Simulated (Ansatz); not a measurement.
Born–Oppenheimer molecular dynamics of FH$_{4}$Sn (6 atoms, charge 0, multiplicity 2). It starts at the highest image of a converged band. Of that band: Beside the main top the profile has a ripple of under 15 meV (maxima at images 1, 6), which may be a very shallow well or noise. A vibrational analysis at the climbing image gives 2 clearly imaginary modes (366i, 135i cm⁻¹): a point of higher order. A lower path may pass nearby, or the ends, which weren't checked, may share the extra mode. Another band between the same ends, with other settings, climbed to 0.071 eV only, so this may not be the lowest route.

Theory: Ansatz, UKS LDA/def2-SVP.

* ensemble: NVE (velocity Verlet)
* time step: 0.5 fs
* steps asked: 200
* starting velocities drawn for: 100 K
* seed: 5801

First frame:

```xyz
6
Properties=species:S:1:pos:R:3
Sn -0.178 0.000 0.348
H 1.259 0.000 1.619
H 1.411 0.000 -0.465
H -0.905 1.463 -0.160
H -0.905 -1.463 -0.160
F -0.679 0.000 2.281
```

(1) How far do the bonds stretch over the last three quarters of this one trajectory? (Pairs bonded in most of those frames.)

Answers

(1) 
```json
{"bond": "Sn1–H2", "mean (Å)": "1.787", "spread (Å)": "0.075", "shortest": "1.67", "longest": "1.97"}
{"bond": "Sn1–H4", "mean (Å)": "1.717", "spread (Å)": "0.024", "shortest": "1.68", "longest": "1.75"}
{"bond": "Sn1–H5", "mean (Å)": "1.711", "spread (Å)": "0.004", "shortest": "1.70", "longest": "1.72"}
{"bond": "Sn1–F6", "mean (Å)": "1.967", "spread (Å)": "0.027", "shortest": "1.92", "longest": "2.01"}
```

Pairs bonded in part of these frames only: Sn1–H3 58 %.

Mean temperature of the second half: 246 K. The conserved energy stayed within 0.025 meV per atom of its start (net change 0.0022 meV per atom), so the integration is sound. The kinetic energy rose, since the run started high on the potential surface and went downhill. It ends in pieces (FH3Sn + H), so much of that is their flight and rotation, not heat. A run of 0.1 ps of so small a system gives no equilibrium averages.

Run time: 2 min on 1 thread of Intel(R) Xeon(R) 6975P-C (Granite Rapids), with other jobs on the host, peak memory 0.12 GiB.
